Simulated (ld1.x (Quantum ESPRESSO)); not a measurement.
## What one change does to a pseudopotential (B (Z = 5), TM)

| Item | Value |
| --- | --- |
| Element | boron (B) |
| Generator | ld1.x (Quantum ESPRESSO) 7.5 |
| Type | norm-conserving Troullier–Martins (Kleinman–Bylander form) |
| Functional | PBEsol |
| Relativity | scalar-relativistic |
| Frozen core | [He] |
| Valence charge | 3 |
| Reference configuration | 2s1.5 2p1.5 |
| Partial waves | 2s (bound): rc 1.70 bohr; 2p (bound): rc 2.05 bohr; 3d channel at 0.45 Ry: rc 2.10 bohr |
| Local potential | the d channel |
| Core correction | a·sin(br)/r model core inside 0.95 bohr |

All-electron outer shells of the reference configuration (PBEsol, scalar-relativistic, ld1.x):

| shell | level (eV) | outermost node (bohr) | outermost maximum (bohr) |
| --- | --- | --- | --- |
| 1s | -180.14 | – | 0.21 |
| 2s | -9.62 | 0.46 | 1.52 |
| 2p | -3.80 | – | 1.57 |

Change: functional PBE.

Cutoffs: the cutoffs (Ry, on a coarse ladder) from which the occupation-weighted sum of valence levels, in a spherical-Bessel basis at the reference potential, stays within 10 and 1 mRy of its value at 400 Ry; they do not see the model core or the augmentation charge, which bear on the density cutoff. Errors are all-electron minus pseudo energies relative to the spin-unpolarised reference configuration.

Predict the effect on cutoff, ghosts and configuration errors.

The potential gets neither clearly harder nor softer (21 Ry and 40 Ry → 21 Ry and 40 Ry); the p channel sets the loose cutoff, while the largest relative change is in s, which becomes harder; of the 7 tests that both files solve, the error grows in 4 and shrinks in 0 by more than 15 % and 0.3 meV (median size 1.1 → 4.5 meV); neither file shows a bound ghost.

| quantity | base | changed |
| --- | --- | --- |
| cutoff, loose | 21 Ry | 21 Ry |
| cutoff, tight | 40 Ry | 40 Ry |
| loose cutoff by channel (10 mRy a level) | s 12 Ry, p 18 Ry | s 15 Ry, p 18 Ry |
| bound ghosts | none | none |
| error for 2s2 2p1, meV [ΔE -2.91 → -2.92 eV] | -0.2 | +0.2 |
| error for 2s2 2p0, meV [ΔE 5.23 → 5.30 eV] | +31 | +41 |
| error for 2s1 2p0, meV [ΔE 30.49 → 30.72 eV] | +96 | +136 |
| error for 2s2 2p0.5, meV [ΔE -0.05 → -0.03 eV] | +5.9 | +8.3 |
| error for 2s1 2p1, meV [ΔE 11.36 → 11.44 eV] | -0.4 | +0.5 |
| error for 2s1 2p2, meV [ΔE 2.91 → 2.93 eV] | -0.2 | +0.4 |
| error for 2s0 2p3, meV [ΔE 8.75 → 8.80 eV] | -1.1 | +4.5 |
| s: phases at 2.30 bohr within 0.05 rad from the reference energy up to (Ry; the scan ends near 5) | 2.3 | 2.3 |
| p: phases at 2.30 bohr within 0.05 rad from the reference energy up to (Ry; the scan ends near 5) | 2.5 | 2.5 |
| d: phases at 2.30 bohr within 0.05 rad from the reference energy up to (Ry; the scan ends near 5) | to the end of the scan | to the end of the scan |
